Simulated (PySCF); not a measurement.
Spinor energies of Br⁴⁺ (bromine, charge +4)

Start: [Ar] 3d10 4s2 4p1; 4p3/2 filled at m_j = +3/2. Calculated with PySCF 2.14 in x2c-QZVPPall-2c (11s10p5d4f1g, 103 functions): generalised Hartree-Fock with the X2C-1e Hamiltonian and a Gaussian nucleus; one run each with spin-orbit coupling (SO) screened by Boettger's factors, then bare. This is a chosen level, not necessarily the ground level.

| spinor shell | electrons | ε, screened SO (eV) | ε, bare SO (eV) | weight of nominal j (bare SO) | rms radius, bare SO (bohr) |
| --- | --- | --- | --- | --- | --- |
| 1s1/2 | 2 | -13612.9 | -13612.9 | 1.000 | 0.0492 |
| 2s1/2 | 2 | -1880.5 | -1880.5 | 1.000 | 0.205 |
| 2p1/2 | 2 | -1692.5 | -1694.6 | 1.000 | 0.180 |
| 2p3/2 | 4 | -1644.2 | -1643.3 | 1.000 | 0.184 |
| 3s1/2 | 2 | -331.42 | -331.42 | 1.000 | 0.587 |
| 3p1/2 | 2 | -263.92 | -264.24 | 0.999 | 0.600 |
| 3d3/2 | 4 | -140.38 | -140.66 | 0.991 | 0.640 |
| 3d5/2 | 6 | -139.24 | -139.06 | 0.994 | 0.646 |
| 4s1/2 | 2 | -72.465 | -72.467 | 1.000 | 1.62 |
| 4p3/2 | 1 | -58.367 | -58.352 | 1.000 | 1.83 |

Q: Where does 3p3/2 lie, and what is the 3p spin-orbit splitting (bare SO)?

A: At -256.62 eV, 7.624 eV above 3p1/2.

| quantity | screened SO | bare SO |
| --- | --- | --- |
| E (hartree) | -2600.45018 | -2600.46852 |
| M_J | 3/2 | 3/2 |
| ⟨J²⟩ | 3.757 | 3.757 |
| ⟨L²⟩ | 2.008 | 2.008 |
| ⟨S²⟩ | 0.754 | 0.755 |

Each row is a mean over spinors that exchange with the open shell spreads, by up to 3.448 eV (4s1/2).
